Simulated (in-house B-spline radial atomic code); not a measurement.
Configurations of Rb5+, with energies counted from [Ar] 3d10 4s2 4p2. Computed with a B-spline radial code for spherical atoms: scalar-relativistic (X2C) revTPSS, spin-polarised, spherical fractional occupations, Fermi nucleus of rms radius 4.2036 fm. Shells without spins written out take the highest spin.

Occupations are held fixed; configurations that lie above the ionisation limit could autoionise.

```
                                               configuration  E - E(ref) (eV)  highest orbital  its <r> (bohr)
                              [Ar] 3d10 4s2 4p(1 up, 1 down)           1.7609            4p up           1.468
                                           [Ar] 3d10 4s1 4p3           13.401            4p up           1.453
                                       [Ar] 3d10 4s2 4p1 4f1           49.966            4f up           2.522
             [Ar] 3d10 4s2 4p(0 up, 1 down) 5f(1 up, 0 down)           62.024            5f up           4.683
                                       [Ar] 3d10 4s1 4p2 5d1            67.92            5d up           3.606
[Ar] 3d10 4s(1 up, 0 down) 4p(2 up, 0 down) 5f(1 up, 0 down)           76.615            5f up           4.586
 [Ar] 3d(4 up, 5 down) 4s2 4p(1 up, 1 down) 5f(0 up, 1 down)           170.55          5f down           4.538
```

Order these further configurations by energy, lowest first.
A. [Ar] 3d9 4s2 4p2 5f1
B. [Ar] 3d9 4s2 4p2 4f1
C. [Ne] 3s2 3p5 3d10 4s2 4p2 5p1
D. [Ne] 3s2 3p5 3d10 4s2 4p2 5d1
E. [Ne] 3s2 3p5 3d10 4s2 4p2 4d1

B (155.9 eV), A (168.22 eV), E (253.46 eV), C (271.58 eV), D (281.04 eV).

How far above the reference does [Ne] 3s2 3p(3 up, 2 down) 3d10 4s2 4p(0 up, 2 down) 5p(0 up, 1 down) lie?

271.99 eV; its least bound orbital is 5p down with <r> = 2.939 bohr.

How far above the reference does [Ar] 3d10 4s1 4p2 4f1 lie?

64.419 eV; its least bound orbital is 4f up with <r> = 2.454 bohr.

How far above the reference does [Ar] 3d10 4s1 4p2 5s1 lie?

52.239 eV; its least bound orbital is 5s up with <r> = 2.696 bohr.
